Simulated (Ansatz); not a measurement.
C₃H₇BO, SMILES `BC1(C)CO1`, relaxed with RKS PBE-D4/def2-SVP in the Gaussian-basis code of Ansatz from a rough embedded geometry. The force threshold is 0.03 eV/Å; the program also tests the step.

Total charge 0; spin multiplicity 1.

Start:

```xyz
12

B    -0.448    0.404    1.484
C    -0.124    0.005    0.044
C     1.046    0.640   -0.642
C    -0.671   -1.198   -0.554
O    -1.288   -0.014   -0.779
H     0.377    0.421    2.375
H    -1.572    0.709    1.834
H     0.965    1.805   -0.619
H     1.143    0.397   -1.723
H     2.028    0.352   -0.170
H    -0.166   -1.670   -1.406
H    -1.290   -1.851    0.156
```

Problem. By how much does the energy fall, and how many steps does the optimiser take? (Estimate.)

Solution. Computed: 10.11 kcal/mol, in 7 steps.

Problem. Which bonds change most? (Estimate.)

Solution. Ansatz gave: C2–C4 from 1.451 to 1.517 Å; C3–H8 from 1.168 to 1.109 Å; C4–O5 from 1.354 to 1.399 Å; C4–H12 from 1.146 to 1.109 Å.

Problem. Give the relaxed structure. (Best estimate.)

Solution. Ansatz gave: 
```xyz
12

B    -0.472    0.361    1.496
C    -0.167    0.197   -0.009
C     1.097    0.688   -0.684
C    -0.746   -1.124   -0.480
O    -1.317    0.082   -0.903
H     0.439    0.509    2.290
H    -1.616    0.255    1.891
H     1.104    1.796   -0.734
H     1.172    0.302   -1.721
H     1.996    0.373   -0.117
H    -0.126   -1.680   -1.213
H    -1.365   -1.758    0.186
```
